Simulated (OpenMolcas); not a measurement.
**Lu+: effect of the active space**

```yaml
Program: OpenMolcas
Method: SS-CASPT2 or its RAS form, IPEA 0.25 Eh, imaginary shift 0.1 Eh
Basis: ANO-RCC-VTZP
Scalar_Hamiltonian: DKH2, point nucleus
Spin-orbit_coupling: state interaction with AMFI integrals over the reference wave functions, term energies averaged over their components
```

A. 2 electrons in 6 orbitals (5d 6s); 2S+1 = 3 even, 15 roots; 2S+1 = 1 even, 20 roots; closed shells correlated: 5s 5p; CASPT2 step about 29 core-seconds
B. 2 electrons in 9 orbitals (RAS2 5d 6s; RAS3 6p, at most 2 electrons); 2S+1 = 1 even, 21 roots; 2S+1 = 3 even, 15 roots kept (CI in the orbitals of an earlier block); 2S+1 = 1 odd, 15 roots; 2S+1 = 3 odd, 18 roots kept (CI in the orbitals of an earlier block); closed shells correlated: 5s 5p; CASPT2 step of the order of 60 core-seconds
C. 2 electrons in 11 orbitals (5d 6s 6d); 2S+1 = 1 even, 6 roots; 2S+1 = 3 even, 5 roots kept (CI in the orbitals of an earlier block); closed shells correlated: 5s 5p; CASPT2 step of the order of 100 core-seconds

Energies in eV above 6s2 1S0, the measured ground level; measured values from NIST Handbook of Basic Atomic Spectroscopic Data.

```
    Level       A       B       C  Measured
  6s2 1S0  0.0000  0.0000  0.0000    0.0000
5d 6s 3D1   1.469   1.567   1.457    1.4625
5d 6s 3D2   1.557   1.651   1.547    1.5418
5d 6s 3D3   1.768   1.855   1.782    1.7605
5d 6s 1D2   2.164   2.243   2.181    2.1490
```

Deviations, from unrounded energies. A percentage is the sum of absolute deviations over the sum of measured energies, with the sign that they share, or ± where signs differ.

```csv
Against measurement,Levels,A,B,C
mean absolute deviation (cm-1),4,90,810,130
other configurations (%),4,+0.6,+5.8,±0.9
```

A lies closest to measurement on these levels and B furthest from it. The largest miss of A in the table is 5d 6s 3D2, by +120 cm-1. The ranking rests on the paired levels alone, and a cruder setting can come out closer through cancelling errors.

Among A to C the level of the table that moves most is 5d 6s 3D1, by 890 cm-1 (lowest in C, highest in B). Moves below CASPT2's spread within the term are not significant.

CASPT2 breaks the degeneracy within a term, and the mean is taken; among the terms shown or strongly mixed into the levels shown the widest spread is 34 cm-1 (5d 6s 1D, B). A single d shell beside an s shell can misplace configurations of different d count against each other (holds for A; B). Terms from blocks run as CI alone lack orbitals of their own (holds for B; C). Active for correlation alone: 6d; no level in the range computed is led by a configuration that fills it, so any true level of that kind is missing (holds for C). Measured partners are found by configuration, term and J. A level has none where our copy of the source lacks it or the pairing is in doubt (some pairs that miss far off the trend of their configuration count as doubtful), and it then counts in no deviation. Levels of configurations outside the active space are missing. The table leaves out levels that lie high or whose names do not pair safely across all columns.
